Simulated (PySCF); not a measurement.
Compound: C2H5FGaN.
SMILES: `CC#[N+][GaH2-][F]`

Method: MP2 and CCSD/aug-cc-pVDZ in PySCF, restricted Hartree–Fock reference, 13 core orbitals frozen, non-relativistic, gas phase, PBE0-D3(BJ)/def2-SVP geometry.

E(HF) = -2155.82600 Eh.

Question: How large is the problem?

Answer: 173 basis functions and 64 electrons; 13 orbitals frozen, which leaves o = 19 correlated occupied and v = 141 virtual orbitals. That is o·v = 2679 singles and o·v(o·v + 1)/2 = 3589860 distinct closed-shell doubles amplitudes before symmetry; the costliest CCSD step grows as o²v⁴ = 1.4 × 10^11.

Question: What are the MP2 and CCSD correlation energies?

Answer: MP2 -0.7537 Eh and CCSD -0.7892 Eh, which gives totals of -2156.57966 and -2156.61517 Eh. That is 0.565 eV for each correlated electron at CCSD (2072 kJ/mol in all, 0.037 % of the total energy); MP2 gives 95.5 % of the CCSD value.

Question: What is the T1 diagnostic?

Answer: 0.0124, below the customary warning level of 0.02. It is the norm of the spatial-orbital singles amplitudes over the root of the number of correlated electrons, so the norm is 0.076.

Question: How does correlation change the dipole moment?

Answer: HF gives 8.54 D and CCSD (unrelaxed density) 8.05 D, a change of -0.49 D.

No triples correction and no basis-set extrapolation were made.
